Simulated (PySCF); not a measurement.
C2H6FN2Si2 (doublet state).
SMILES with atom numbers: `[N:1]#[C:2][Si@@H:3]([NH2:4])[SiH2:5][CH:6][F:7]` (hydrogens: H8 on Si3; H9, H10 on N4; H11, H12 on Si5; H13 on C6)

Cartesian coordinates in Å at the GFN2-xTB level; atoms count from 1:
```xyz
13
C2H6FN2Si2 angstrom
N      0.790    2.919   -1.438
C      0.907    1.815   -1.149
Si     1.058    0.013   -0.633
N      1.704   -0.168    0.946
Si    -1.086   -0.914   -0.608
C     -2.025   -0.263    0.836
F     -1.558   -0.485    2.086
H      2.070   -0.521   -1.552
H      1.107   -0.143    1.757
H      2.625    0.169    1.178
H     -1.878   -0.572   -1.790
H     -0.953   -2.372   -0.496
H     -2.767    0.523    0.846
```

The hyperfine couplings belong to this conformer and change with its torsions.

Level of theory: PySCF 2.14.0, UKS B3LYP, pcH-1 on C F H N Si, non-relativistic, mean-field spin-orbit, GIAO. Geometry: GFN2-xTB, one conformer, isolated molecule. The geometry wasn't refined by DFT: couplings that depend on bond lengths, twists or pyramidal angles can differ widely from those at the functional's own minimum. Stability of the SCF solution: not tested.

Q: What is the g tensor, term by term?

A: 
| Δg (ppm) | 1 | 2 | 3 |
| --- | --- | --- | --- |
| relativistic mass correction | -189 | -189 | -189 |
| gauge correction | 2 | 24 | 21 |
| orbital Zeeman/spin–orbit | -105 | 2676 | 3332 |
| total | -292 | 2511 | 3165 |

So g = 2.00203, 2.00483, 2.00548 and g_iso = 2.00411; the tensor is rhombic: the two nearest values differ by 19 % of g3 − g1. 

Q: What effective moment and Curie constant follow for a powder?

A: With the mean of g² = 4.0165 and S(S+1) = 0.75: μ_eff = √(⟨g²⟩S(S+1)) = 1.736 μB and χT = 0.12505·⟨g²⟩·S(S+1) = 0.377 cm³ K/mol (cgs; spin-Hamiltonian part alone).

Q: What are the electron Larmor frequencies g μB B/h along the three axes at 350 mT?

A: 9.8073, 9.8210, 9.8242 GHz for g1, g2 and g3, a range of 16.9 MHz.

Q: How much does each term add to the isotropic shift?

A: The orbital-Zeeman/spin–orbit term 1967, the mass correction -189 and the gauge correction 16 ppm, for a total of 1795 ppm. The orbital-Zeeman/spin–orbit term is the largest in size. The mass correction is the same along every axis, so the anisotropy comes from the other two: their spans along these axes are 22 (gauge) and 3437 ppm (orbital Zeeman/spin–orbit).

Q: In a frozen sample, at which fields do the three g values resonate at 9.5, 34, 94 and 263 GHz (hyperfine left aside), and which band first spreads them over more than twice a line width of 1.0 mT?

A: 
```json
{"band": "X", "GHz": "9.5", "B(g3) mT": "338.45", "B(g2) mT": "338.56", "B(g1) mT": "339.03", "spread mT": "0.58"}
{"band": "Q", "GHz": "34.0", "B(g3) mT": "1211.29", "B(g2) mT": "1211.69", "B(g1) mT": "1213.38", "spread mT": "2.09"}
{"band": "W", "GHz": "94.0", "B(g3) mT": "3348.86", "B(g2) mT": "3349.95", "B(g1) mT": "3354.64", "spread mT": "5.78"}
{"band": "J", "GHz": "263.0", "B(g3) mT": "9369.68", "B(g2) mT": "9372.74", "B(g1) mT": "9385.86", "spread mT": "16.18"}
```

The spread grows in proportion to the frequency. Q band is the first where it exceeds 2.0 mT.

The largest Mulliken spin populations are on C6 (+0.91) and F7 (+0.08). C6 is the only atom above +0.15. The angles at C6 add up to 357.6°, so it is nearly planar; its axial dipolar tensor and the negative coupling of its proton fit spin in a p orbital normal to that plane.

The HOMO–LUMO gaps are 5.31 eV among the α and 4.96 eV among the β orbitals.
